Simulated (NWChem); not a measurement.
Molecule: SiNH$_{4}$Br; SMILES N[SiH2]Br

```xyz
7

Si     0.5712     1.0472     0.0507
N     -0.7272     2.1710     0.1284
Br     0.0088    -1.1140    -0.3750
H      1.4618     1.4503    -1.0587
H      1.2426     1.0294     1.3681
H     -1.3646     2.1468     0.9165
H     -1.2168     2.4308    -0.7207
```
Atoms are numbered in this order, from 1.

All runs use the structure optimised with B3LYP/6-31G* (spherical d).

Spin-orbit effects, on the heavy nuclei and on their neighbours, are missing.

Give the principal values of the shielding tensors (ppm) of Si1, N2, Br3 from PBE0/pcSseg-1, GIAO (NWChem), with their diamagnetic and paramagnetic parts as GIAO splits them.


```
atom     σ11     σ22     σ33  isotropic  diamagnetic  paramagnetic
----  ------  ------  ------  ---------  -----------  ------------
Si1    308.9   385.5   411.5      368.6        879.3        -510.7
N2     217.8   228.5   242.9      229.7        319.3         -89.5
Br3   2115.2  2563.2  2859.6     2512.7       3126.0        -613.3
```
